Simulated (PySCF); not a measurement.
Species: C2H6Sn.
Bonds: C1–C2 (double), C2–Sn3. Hydrogens: H4, H5 on C1; H6 on C2; H7, H8, H9 on Sn3.

Computed, not measured: PySCF 2.14.0, PBE0-D3(BJ)/def2-SVP geometry optimisation, gas phase, def2 core potentials past Kr.

**Question.** Give the optimised bond lengths and angles.

**Answer.** 
```
                  bond  length (bohr)   order
                 C1=C2          2.524  double
                C2–Sn3          4.037  single
                 C1–H4          2.073  single
                 C1–H5          2.071  single
                 C2–H6          2.074  single
Sn3–H7, Sn3–H8, Sn3–H9          3.242  single
```

Bonds in one row agree within 0.02 bohr and their mean is given. Orders are formal, as drawn. A selection of angles:
```
    angle  degrees
 C2–C1–H4    121.8
 C2–C1–H5    122.4
 H4–C1–H5    115.8
C1–C2–Sn3    122.9
 C1–C2–H6    118.7
Sn3–C2–H6    118.4
C2–Sn3–H7    110.4
C2–Sn3–H9    107.7
H7–Sn3–H8    108.5
```

Sn3 (tin bonded to C and 3 H) is tetrahedral (angles from 107.7° to 110.4°).

Point group: Cs (tolerance 0.08 Å). PBE0-D3(BJ)/def2-SVP frequencies: not computed here.
